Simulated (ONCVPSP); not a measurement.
K (Z = 19): one change to an ONCV potential, before and after

ONCVPSP 4.0.1 input, shortened (lines: element, Z, core and valence counts, functional; n l f; lmax; l rc ep ncon nbas qcut; lloc lpopt rc5 dvloc0; l nproj debl; icmod fcfact rcfact), LDA (Perdew-Wang 92), scalar-relativistic:

```
  K 19.00    3    4  -001012      upf
    1    0    2.00
    2    0    2.00
    2    1    6.00
    3    0    2.00
    3    1    6.00
    4    0    0.75
    4    1    0.25
    2
    0    1.95    0.00    4    8    7.10
    1    2.80    0.00    3    6    6.10
    2    2.65    0.02    4    7    3.40
    4    4    1.40    0.00
    0    2    1.60
    1    2    0.60
    2    2    2.40
    2    0.55    0.90
```

Change: local potential polynomial inside 1.40 bohr (lpopt 4, dvloc0 -2.5 Ha).

Cutoffs: the cutoffs (Ha) at which the residual kinetic energy of the hardest occupied pseudo-wave falls to 1 and 0.1 mHa per electron; they do not see the model core or the augmentation charge, which bear on the density cutoff. Errors are all-electron minus pseudo energies relative to the spin-unpolarised reference configuration.

Task: How do hardness, ghosts and transferability respond?

Result: The potential gets neither clearly harder nor softer (14 Ha and 18 Ha → 14 Ha and 18 Ha); the lowest positive-energy flag moves from none to d at 1.7 eV; the errors of the 4 common tests hardly move; the range in which the d phases agree narrows (upper end 3.8 → 0.0); neither file shows a bound ghost.

```csv
quantity,base,changed
"cutoff, loose",14 Ha,14 Ha
"cutoff, tight",18 Ha,18 Ha
bound ghosts,none,none
GHOST(+) flags under 300 eV,none,d at 1.7 eV
"error for 3s2 3p6 4s1 4p0, meV [ΔE -0.40 eV]",0.0,0.0
"error for 3s2 3p6 4s0 4p0, meV [ΔE 4.01 eV]",-0.1,-0.1
"error for 3s2 3p6 4s0.5 4p0, meV [ΔE 1.31 eV]",0.0,0.0
"error for 3s2 3p6 4s0 4p1, meV [ΔE 1.23 eV]",0.0,0.0
s: phases at 1.98 bohr within 0.05 rad from the reference energy up to (Ha; the scan ends near 5),to the end of the scan,to the end of the scan
p: phases at 2.83 bohr within 0.05 rad from the reference energy up to (Ha; the scan ends near 5),2.4,3.0
d: phases at 2.69 bohr within 0.05 rad from the reference energy up to (Ha; the scan ends near 5),3.8,0.0
"rms error of d²Exc/dni dnj with the model core, mHa",0.34,0.34
```
